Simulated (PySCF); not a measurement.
C9H10O3, SMILES COc1ccc(C(OC)=O)cc1 (GFN2-xTB optimised geometry):

```
22

C     -1.299    -4.159     0.023
O     -0.603    -2.923     0.020
C     -1.373    -1.820     0.001
O     -2.581    -1.867    -0.013
C     -0.584    -0.573     0.000
C     -1.261     0.642     0.000
C     -0.574     1.840     0.000
C      0.819     1.837     0.000
O      1.598     2.946     0.001
C      0.980     4.212    -0.004
C      1.502     0.616     0.000
C      0.812    -0.573     0.000
H     -1.959    -4.221     0.891
H     -1.903    -4.257    -0.882
H     -0.540    -4.936     0.063
H     -2.341     0.630    -0.001
H     -1.129     2.765     0.001
H      1.793     4.936    -0.005
H      0.364     4.362     0.889
H      0.367     4.356    -0.898
H      2.581     0.637     0.000
H      1.344    -1.512    -0.001
```

Calculation: PBE/def2-SVP (PySCF).

What are the frontier orbital energies and the dipole moment?

HOMO-2 -6.44 eV, HOMO-1 -5.97 eV, HOMO -5.55 eV, LUMO -1.70 eV, LUMO+1 -1.09 eV; dipole moment 1.98 D.

Meta-Löwdin charges at PBE/def2-SVP: C1 -0.10, O2 -0.31, C3 0.44, O4 -0.43, C5 -0.06, C6 -0.08, C7 -0.17, C8 0.20, O9 -0.29, C10 -0.10, C11 -0.14, C12 -0.09, H13 0.11, H14 0.11, H15 0.12, H16 0.12, H17 0.11, H18 0.12, H19 0.10, H20 0.10, H21 0.12, H22 0.12.
